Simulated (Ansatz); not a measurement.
The pair A = BH3 (SMILES B) (first 4 atoms), B = AsH3 (SMILES [AsH3]); geometry from B3LYP-D3(BJ)/def2-TZVP.
(charge 0, multiplicity 1):
```xyz
8

B     -0.0052    -0.0598     0.6296
H     -0.8662     0.7776     0.5787
H     -0.3529    -1.1824     0.3770
H      1.0665     0.2658     0.1928
As     0.3750    -0.1724     2.6825
H     -0.7471    -0.5623     3.6143
H      0.8476     1.0638     3.4090
H      1.4233    -1.1376     3.1811
```

Correlated levels freeze the cores. Filled d and f shells under p-block atoms count as core.

Programs: Ansatz (Gaussian orbitals). 

Total energies (hartree), monomers frozen at their geometry in the pair:

```csv
structure,HF/aug-cc-pVDZ,B3LYP/def2-TZVPPD,CCSD(T)/aug-cc-pVDZ
AB,-2262.3001656,-2264.3602232,-2262.6022315
A in the pair's basis,-26.3765780,-26.6109117,-26.4999635
B in the pair's basis,-2235.9001279,-2237.7093734,-2236.0647059
A,-26.3763681,-26.6108283,-26.4990934
B,-2235.8994876,-2237.7089833,-2236.0613777
```

**Question.** Work out the interaction energy without and with the counterpoise correction, and the superposition error, for each level.

**Answer.** 
E(AB) − E(A) − E(B), times 627.509 kcal/mol, with the monomers in their own basis and then in the pair's basis:
- HF/aug-cc-pVDZ: -15.25 uncorrected, -14.72 corrected; the monomers gain 0.53 kcal/mol from borrowed functions
- B3LYP/def2-TZVPPD: -25.36 uncorrected, -25.06 corrected; the monomers gain 0.30 kcal/mol from borrowed functions
- CCSD(T)/aug-cc-pVDZ: -26.21 uncorrected, -23.57 corrected; the monomers gain 2.63 kcal/mol from borrowed functions

Ansatz is a first-principles code.
